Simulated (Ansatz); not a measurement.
Reaction (substitution at a C–N bond): `CNB(N)O` + `N[AsH]O` → `CN[AsH]O` + `NB(N)O`

Isolated molecules relaxed with PBE0-D4/def2-TZVP in Ansatz; ΔE leaves out vibrations. CCSD(T)/CBS is the MP2 limit (def2-TZVPP, def2-QZVPP) plus CCSD(T) − MP2 in def2-TZVPP, frozen cores. Functionals use def2-TZVPP. B3LYP here is the variant with VWN-RPA as its local correlation; programs differ in this. For As outer-core shells are correlated without core-valence functions, which leaves a few kJ/mol of doubt a bond. Scalar relativity is left out up to krypton. Each species was taken in one conformer, which may not be the lowest.

```csv
level,ΔE (kJ/mol),difference from CCSD(T)/CBS
PBE-D4,-2.6,2.6
r2SCAN-D4,-3.5,1.7
PBE0-D4,-2.7,2.5
B3LYP-D4,-3.5,1.7
ωB97X-V,-3.0,2.2
ωB97M-V,-2.8,2.4
B2PLYP,-3.5,1.7
PBE,-2.0,3.2
r2SCAN,-3.5,1.7
PBE0,-2.1,3.1
B3LYP,-2.2,3.0
HF/def2-TZVPP,-2.6,2.6
MP2/def2-TZVPP,-5.5,-0.3
SCS-MP2/def2-TZVPP,-4.7,0.5
CCSD/def2-TZVPP,-3.4,1.8
CCSD(T)/def2-TZVPP,-3.8,1.4
HF/def2-QZVPP,-2.8,2.4
MP2/def2-QZVPP,-6.3,-1.1
SCS-MP2/def2-QZVPP,-5.4,-0.2
HF/CBS(def2),-2.8,2.4
MP2/CBS(def2),-6.8,-1.6
CCSD/CBS(def2),-4.8,0.4
CCSD(T)/CBS,-5.2,0
```

Largest T1 diagnostic among the species: 0.012.
